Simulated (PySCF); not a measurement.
Radial density of P²⁺ (phosphorus, charge +2)

B97-3, [Ne] 3s1 3p1 3d1, one real determinant (an excited configuration). Calculation: PySCF 2.14, in aug-cc-pV(5+d)Z (8s7p6d4f3g2h, 136 functions); no relativity, point nucleus.

| r (bohr) | 4πr²ρ (e/bohr) | 4πr²(ρα − ρβ) |
| --- | --- | --- |
| 0.00168 | 0.07352 | 0.0003 |
| 0.00282 | 0.2010 | 0.0007 |
| 0.00475 | 0.5367 | 0.0019 |
| 0.00799 | 1.378 | 0.0050 |
| 0.0134 | 3.312 | 0.0119 |
| 0.0226 | 7.127 | 0.0253 |
| 0.0380 | 12.76 | 0.0438 |
| 0.0639 | 16.94 | 0.0528 |
| 0.108 | 14.59 | 0.0448 |
| 0.181 | 10.78 | 0.1150 |
| 0.304 | 14.89 | 0.2924 |
| 0.512 | 12.97 | 0.1148 |
| 0.861 | 3.569 | 0.3608 |
| 1.45 | 1.767 | 1.6443 |
| 2.44 | 0.9868 | 0.9867 |
| 4.10 | 0.1198 | 0.1198 |
| 6.89 | 0.001959 | 0.0020 |

⟨L²⟩ = 8.01 against 12 for a pure F term, so this real determinant mixes terms. The outer electron is Rydberg-like, and this basis confines it to a smaller radius and binds it less than a complete one would.
